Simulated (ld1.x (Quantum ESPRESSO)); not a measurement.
## Ru: variants of one TM potential

Base potential:

```
Element                 : ruthenium
Generator               : ld1.x (Quantum ESPRESSO) 7.5
Type                    : norm-conserving Troullier–Martins (Kleinman–Bylander form)
Functional              : PBE
Relativity              : scalar-relativistic
Frozen core             : [Kr]
Valence charge          : 8
Reference configuration : 4d7 5s1 5p0
Partial waves           : 5p (bound, empty): rc 3.80 bohr; 4d (bound): rc 1.40 bohr; 5s (bound): rc 2.55 bohr
Local potential         : the s channel
Core correction         : Bessel-smoothed model core inside 0.85 bohr
```

All-electron outer shells of the reference configuration (PBE, scalar-relativistic, ld1.x):

```json
{"shell": "4s", "level (eV)": "-76.37", "outermost node (bohr)": "0.48", "outermost maximum (bohr)": "0.92"}
{"shell": "4p", "level (eV)": "-46.42", "outermost node (bohr)": "0.49", "outermost maximum (bohr)": "0.98"}
{"shell": "4d", "level (eV)": "-5.20", "outermost node (bohr)": "0.48", "outermost maximum (bohr)": "1.21"}
{"shell": "5s", "level (eV)": "-4.24", "outermost node (bohr)": "1.24", "outermost maximum (bohr)": "2.73"}
{"shell": "5p", "level (eV)": "-0.91", "outermost node (bohr)": "1.41", "outermost maximum (bohr)": "3.97"}
```

Cutoffs, loose and tight: the cutoffs (Ry, on a coarse ladder) from which the occupation-weighted sum of valence levels, in a spherical-Bessel basis at the reference potential, stays within 10 and 1 mRy of its value at 400 Ry. They do not see the model core or the augmentation charge, which bear on the density cutoff. Test errors are all-electron minus pseudo excitation energies from the reference, over the configurations 4d7 5s0 5p0; 4d6 5s0 5p0; 4d5 5s0 5p0; 4d7.5 5s0.5 5p0; 4d6 5s2 5p0; 4d6 5s1 5p1; 4d7 5s0.5 5p0. A dash means not determined; rows that change the core or the reference have their own tests. The largest error is taken over the tests solved by every variant that gives reliable tests at all: 4d5 5s0 5p0; 4d6 5s0 5p0; 4d6 5s1 5p1; 4d7 5s0.5 5p0; 4d7.5 5s0.5 5p0.

A true bound ghost makes a file unfit for plane-wave use even where its test errors are small: the radial tests pick states by their node count and pass the ghost by.

| change | outcome | cutoff, loose | cutoff, tight | bound ghosts | largest test error (meV) |
| --- | --- | --- | --- | --- | --- |
| base | generated | 55 Ry | 70 Ry | none | -680 |
| core correction Bessel-smoothed model core inside 1.66 bohr | generated | 55 Ry | 70 Ry | none | -679 |
| reference 4d5 5s0 5p0 | generated | 55 Ry | 70 Ry | none | -1171 |
| wave 4d (bound): rc 1.40 bohr becomes 4d (bound): rc 1.26 bohr | generated | 60 Ry | 80 Ry | none | -680 |
| local potential all-electron potential smoothed inside 1.85 bohr (lloc = -1) | generated | 55 Ry | 70 Ry | s | -332 |
| fully relativistic | generated | 55 Ry | 70 Ry | none | -675 |

Question: What comes out with this change to the base: wave 5s (bound): rc 2.55 bohr becomes 5s (bound): rc 3.32 bohr?

Answer: outcome: generated; cutoff, loose: 55 Ry; cutoff, tight: 70 Ry; bound ghosts: none; largest test error (meV): -782.
